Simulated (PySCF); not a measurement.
CCl3, SMILES Cl[C-](Cl)Cl, charge -1.

Geometry: r2SCAN-D4/def2-SVPD.

Level of theory: PySCF with r2SCAN/def2-TZVPD.

Computed frontier levels, gap, dipole moment and polarisability:
| Item | Result |
|---|---|
| highest occupied level | -0.67 eV |
| lowest empty level | 2.80 eV |
| orbital gap | 3.46 eV |
| dipole moment about the centre of nuclear charge | 0.59 D |
| mean static polarisability | 80.5 bohr³ (11.92 Å³) |
| polarisability, principal values | 63.5, 88.9, 88.9 bohr³ |
